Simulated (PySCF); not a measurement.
# Exercise with solution: chemical shift, span and skew from a shielding tensor

C₂H₃ClN₂Si, SMILES Cl[SiH]1N=CC=N1. Atoms are numbered in the order given.

```xyz
9

Cl     2.0224    -0.4007     0.0000
Si     0.2549     0.6299     0.0000
N     -0.7965     0.1162     1.3465
C     -1.8272    -0.3526     0.7638
C     -1.8272    -0.3526    -0.7638
N     -0.7965     0.1162    -1.3465
H      0.5174     2.0863     0.0000
H     -2.6946    -0.7446     1.3224
H     -2.6946    -0.7446    -1.3224
```
Charge 0, spin multiplicity 1.

Geometry: PBE0-D3(BJ)/def2-SVP. This is a generated structure with no PubChem entry under its InChIKey; it may be hypothetical.

GIAO shieldings from PBE0/pcSseg-1 in PySCF, non-relativistic, no solvent. The symmetric part of the tensor of Si2 has the principal values 224.8, 373.6, 382.1 ppm. The same nucleus in TMS has σ = 352.7 ppm at this level (PySCF, at its B3LYP-D3(BJ)/def2-TZVP geometry). Without spin–orbit terms, shifts of atoms bonded to Cl or Br come out too high.

**Question.** Work out the isotropic shielding, the ²⁹Si shift against TMS, the span and the skew.

**Answer.** 
σ(iso) = (σ11 + σ22 + σ33)/3 = 326.8 ppm. δ = σ(ref) − σ(iso) = 352.7 − (326.8) = 25.9 ppm.
Span Ω = σ33 − σ11 = 157.3 ppm. Skew κ = 3(σ(iso) − σ22)/Ω = -0.89. Tumbling in solution averages the tensor to δ; in a static solid the shielding alone would spread this spin-1/2 line over Ω.
